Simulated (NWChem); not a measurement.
Species: BeNH3; SMILES [NH2][BeH]

```xyz
5

Be     0.0000     0.0000     0.9560
H      0.0000     0.0000     2.2917
N      0.0000     0.0000    -0.5479
H      0.0000    -0.8246    -1.1401
H      0.0000     0.8246    -1.1401
```
Atoms are numbered in this order, from 1.

Program: NWChem. Structure relaxed at the PBE0/def2-SVP level. Ions are spin-unrestricted doublets at the neutral geometry; other ion states weren't tried.

For level BHandHLYP/def2-TZVP:

| Item | Result |
|---|---|
| vertical ionisation energy, ΔSCF (eV) | 9.84 |

**Question.** How do the values read with level M06-2X/def2-TZVP instead?

**Answer.** vertical ionisation energy, ΔSCF (eV): 10.24
